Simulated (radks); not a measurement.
Numerical settings for neutral carbon, [He] 2s2 2p2. Method: non-relativistic Kohn-Sham, LDA (Slater exchange, Perdew-Wang correlation), spin-polarised, spherical densities, point nucleus; open shells are filled with parallel spins first; computed with a radial shooting solver on a logarithmic mesh with Libxc functionals. The defaults (mesh step 0.008 in ln r, mesh end at 40 bohr or more with all orbitals vanishing there, Anderson mixing 0.5 over 9 steps, residual threshold near 1e-9 with the energy settled to 1e-9 hartree or 1e-11 of itself, here a cap of 70 iterations) give E = -37.4683 hartree and 2p at -6.183 eV in 13 iterations. Run on one thread of a shared host, so times are rough (Intel(R) Xeon(R) Platinum 8559C): 0.06 s of CPU time, 0.06 s wall, 13 iterations on 2496 mesh points. Changes against that run (0 stands for a change within the tolerance of the run):

| setting | iterations | converged | E (mhartree) | e(2p) (meV) | CPU (s) |
|---|---|---|---|---|---|
| mesh step in ln r 0.03 | 13 | yes | 0 | 0 | 0.02 |
| mesh step in ln r 0.003 | 13 | yes | 0 | 0 | 0.14 |
| mesh step in ln r 0.12 | 4 | no | diverged | - | 0.01 |
| mesh end (bohr) 12 | 13 | yes | +0.00106 | +0.205 | 0.05 |
| mesh end (bohr) 8 | 13 | yes | +0.26 | +26.7 | 0.05 |
| residual threshold 0.01 | 9 | yes | 0 | -0.00425 | 0.05 |
| residual threshold 0.1 | 9 | yes | 0 | -0.00425 | 0.04 |
| mixing 0.2 | 14 | yes | 0 | 0 | 0.06 |
| linear mixing, mixing 0.05 | 70 | no | +0.00921 | -152 | 0.24 |
| linear mixing, mixing 0.2 | 70 | no | 0 | 0 | 0.2 |
| mixing history 20 | 15 | yes | 0 | 0 | 0.06 |
| iteration cap 5 | 5 | no | +0.000186 | -4.31 | 0.03 |

No run marked as converged misses the energy by more than 1 mhartree. A mesh that ends early acts as a hard wall.
